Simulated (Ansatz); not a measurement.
Ideal-gas functions of `[OH][GeH]([PH2])[Br]` at 600 K and 1 bar, from an Ansatz frequency run at PBE0-D4/def2-TZVP.

Molar mass 203.52 g/mol, point group C1 (symmetry number 1), electronic degeneracy 1, moments of inertia 155.806, 403.985, 510.356 u Å². Harmonic wavenumbers (cm⁻¹, unscaled): 88, 116, 156, 172, 225, 297, 381, 625, 688, 716, 727, 748, 926, 1092, 2131, 2399, 2413, 3885.

Use S(trans) = R[1.5 ln M + 2.5 ln T − 1.1517]; rotational temperatures θ = 24.2544 K / I; S(rot) = R[ln(√π/σ · √(T³/θAθBθC)) + 1.5]; for each mode x = 1.438777 ν̃/T, S = R[x/(eˣ − 1) − ln(1 − e⁻ˣ)] and H = RT x/(eˣ − 1); 1 cm⁻¹ = 0.0119627 kJ/mol; R = 8.31446 J/(mol·K).

Q: By hand: the entropy, in J/(mol·K).

A: Translation 189.7. Rotation: θ = 0.1557, 0.06, 0.0475 K, giving 129.1. Vibration, mode by mode: 21.27, 18.98, 16.54, 15.74, 13.54, 11.31, 9.35, 5.69, 5.03, 4.77, 4.67, 4.49, 3.20, 2.34, 0.31, 0.18, 0.17, 0.01, in all 137.6. Electronic 0.0. Sum 456.4 J/(mol·K).

Q: By hand: H − E and G − E in kJ/mol, counted from the electronic energy.

A: Zero-point energy ½ × 17785 × 0.0119627 = 106.4; thermal vibration 39.5; translation, rotation and pV give 4 RT = 20.0. H − E = 165.9 kJ/mol, and G − E = 165.9 − 600 × 456.4/1000 = -107.9 kJ/mol.

Vibration gives 30 % of the entropy, 40.2 J/(mol·K) of it from the modes under 150 cm⁻¹: soft modes count most, and the harmonic formula is weakest for them. The sum counts one conformer and one mirror image; others add a mixing term.
